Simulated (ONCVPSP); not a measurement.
**What one change does to a pseudopotential (Rh, ONCV)**

- Element: rhodium
- Generator: ONCVPSP 4.0.1
- Type: optimised norm-conserving Vanderbilt (ONCV)
- Functional: PBEsol
- Relativity: scalar-relativistic
- Frozen core: [Ar] 3d10
- Valence charge: 17
- Reference configuration: 4s2 4p6 4d6 (charge +3)
- Partial waves: 4s: rc 1.10 bohr, ncon 4, nbas 9, qcut 5.6 1/bohr, 2 projectors, debl 1.3 Ha; 4p: rc 1.55 bohr, ncon 3, nbas 7, qcut 8.9 1/bohr, 2 projectors, debl 2 Ha; 4d: rc 1.20 bohr, ncon 4, nbas 8, qcut 7.5 1/bohr, 2 projectors, debl 3.2 Ha
- Local potential: polynomial inside 0.75 bohr (lpopt 4, dvloc0 0 Ha)
- Core correction: Teter function, fcfact 2.25, rcfact 1.45

In the s channel the program set the typed energies aside and used -4.353, 0.250 Ha. In the p channel the program set the typed energies aside and used -3.161, 0.250 Ha.

All-electron outer shells of the reference configuration (PBEsol, scalar-relativistic, ld1.x):

```csv
shell,level (eV),outermost node (bohr),outermost maximum (bohr)
4s,-118.44,0.47,0.88
4p,-86.01,0.47,0.94
4d,-39.49,0.46,1.11
```

Change: functional revPBE; d: rc 1.1, qcut 8.2. In the s channel the program set the typed energies aside and used -4.354, 0.250 Ha. In the p channel the program set the typed energies aside and used -3.161, 0.250 Ha.

Cutoffs: the cutoffs (Ha) at which the residual kinetic energy of the hardest occupied pseudo-wave falls to 1 and 0.1 mHa per electron; they do not see the model core or the augmentation charge, which bear on the density cutoff. Errors are all-electron minus pseudo energies relative to the spin-unpolarised reference configuration.

Q: What does the change do?

A: The potential gets neither clearly harder nor softer (188 Ha and 218 Ha → 188 Ha and 218 Ha); of the 3 tests that both files solve, the error grows in 0 and shrinks in 3 by more than 15 % and 0.3 meV (median size 6.0 → 4.0 meV); neither file shows a bound ghost.

| quantity | base | changed |
| --- | --- | --- |
| cutoff, loose | 188 Ha | 188 Ha |
| cutoff, tight | 218 Ha | 218 Ha |
| loose cutoff by channel | s 188 Ha, p 16 Ha, d 29 Ha | s 188 Ha, p 16 Ha, d 31 Ha |
| bound ghosts | none | none |
| GHOST(+) flags under 300 eV | s at 177.1 eV | s at 182.3 eV |
| tests with a reliable result | 3 of 4 | 3 of 4 |
| error for 4s2 4p6 4d8 5s1, meV [ΔE -59.47 → -59.18 eV] | +7.4 | +6.0 |
| error for 4s2 4p6 4d8, meV [ΔE -52.00 → -51.85 eV] | +6.0 | +4.0 |
| error for 4s2 4p6 4d7, meV [ΔE -32.49 → -32.43 eV] | +4.0 | +3.0 |
| s: phases at 1.11 bohr within 0.05 rad from the reference energy up to (Ha; the scan ends near 5) | to the end of the scan | to the end of the scan |
| p: phases at 1.58 bohr within 0.05 rad from the reference energy up to (Ha; the scan ends near 5) | to the end of the scan | to the end of the scan |
| rms error of d²Exc/dni dnj with the model core, mHa | 0.45 | 1.24 |
